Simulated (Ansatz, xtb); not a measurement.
# Relative energy of two structures of C4H9BS

We compare X, a singlet given by its coordinates, with Y, `C[C@@H]1BSCC1`, a singlet. Both are isolated molecules in the gas phase, relaxed with PBE0-D3(BJ)/def2-SVP; the shapes shown needn't be the lowest conformers.

X (Å):

```xyz
15

C     2.7687    0.9266   -0.1845
C     1.9043   -0.0057    0.6398
C     0.4996    0.0140    0.0464
C     0.1336    1.4682   -0.2339
B     2.7044    0.9689   -1.7491
S     1.6687    2.3532   -0.6957
H     1.9766    0.2224   -2.3635
H     3.5805    1.5665   -2.3329
H     3.6568    1.3156    0.3273
H     2.3286   -1.0231    0.6189
H     1.8808    0.3157    1.6953
H    -0.2411   -0.4469    0.7179
H     0.4867   -0.5531   -0.8942
H    -0.2519    1.9794    0.6611
H    -0.6003    1.5824   -1.0441
```

Close contacts (Å): C1–C2 1.52, C1–B5 1.57, C1–S6 1.87, C2–C3 1.52, C3–C4 1.53, C4–S6 1.83, B5–S6 2.02, C1–H9 1.10, C2–H10 1.10, C2–H11 1.10, C3–H12 1.10, C3–H13 1.10, C4–H14 1.10, C4–H15 1.10, B5–H7 1.21, B5–H8 1.21.

Y (Å):

```xyz
15

C    -0.1325    2.9009   -0.0324
C    -0.4845    1.4457   -0.3168
C    -2.0313   -0.4619    0.0729
C    -1.5178    0.8494    0.6472
B    -1.0162    1.1122   -1.7668
S    -2.1834   -0.2222   -1.7458
H     0.6290    3.2751   -0.7329
H     0.2585    3.0349    0.9894
H    -1.0180    3.5495   -0.1322
H     0.4469    0.8413   -0.2405
H    -0.6940    1.6343   -2.8051
H    -1.3226   -1.2892    0.2384
H    -3.0066   -0.7672    0.4776
H    -1.1138    0.6991    1.6631
H    -2.3615    1.5559    0.7396
```

Quicker runs give these differences E(Y) − E(X): GFN2-xTB −12.6 kcal/mol; HF/STO-3G −23.5 kcal/mol (at GFN2-xTB geometries); r2SCAN-D4/def2-SVP −24.1 kcal/mol (at GFN2-xTB geometries).

Q: Estimate E(Y) − E(X) at the level CCSD(T)/def2-SVP + ΔMP2/def2-TZVPP.

A: Calculated at CCSD(T)/def2-SVP + ΔMP2/def2-TZVPP: E(Y) − E(X) = −22.4 kcal/mol, so structure Y lies lower.

Level by level:

```
                             level              geometry  E(Y) − E(X) (kcal/mol)  departure from the last row (kcal/mol)  job, with rough time for the two
                          GFN2-xTB              GFN2-xTB                     −12.6                                    +9.8              optimisation, 0.23 s
                         HF/STO-3G              GFN2-xTB                     −23.5                                    −1.1              single point, 0.34 s
                r2SCAN-D4/def2-SVP              GFN2-xTB                     −24.1                                    −1.6               single point, 3.7 s
              PBE0-D3(BJ)/def2-SVP  PBE0-D3(BJ)/def2-SVP                     −23.4                                    −1.0                optimisation, 34 s
                       HF/def2-SVP  PBE0-D3(BJ)/def2-SVP                     −32.2                                    −9.8           part of the CCSD(T) run
                      MP2/def2-SVP  PBE0-D3(BJ)/def2-SVP                     −25.1                                    −2.7           part of the CCSD(T) run
                  CCSD(T)/def2-SVP  PBE0-D3(BJ)/def2-SVP                     −26.2                                    −3.8                      single point
CCSD(T)/def2-SVP + ΔMP2/def2-TZVPP  PBE0-D3(BJ)/def2-SVP                     −22.4                                                        single point, 59 s
```

The levels shown agree on the order. The largest departure from CCSD(T)/def2-SVP + ΔMP2/def2-TZVPP is that of HF/def2-SVP, 9.8 kcal/mol. The last row adds to CCSD(T) the change of the MP2 difference between the two basis sets, here +3.8 kcal/mol, a large step that makes the value less sure.

With thermal terms from frequencies at re-optimised GFN2-xTB minima (ideal gas, soft modes damped towards free rotors, one conformer each, 298.15 K, 1 atm): the zero-point term adds +0.6 kcal/mol; ΔH is −21.4 and ΔG −22.3 kcal/mol.

The correlated steps freeze 10 core orbitals. Mirror images aren't counted in ΔG. Programs: Ansatz 0.2.0, xtb 6.7.1; the last row on 4 threads of Arm Neoverse V1 on a shared host.
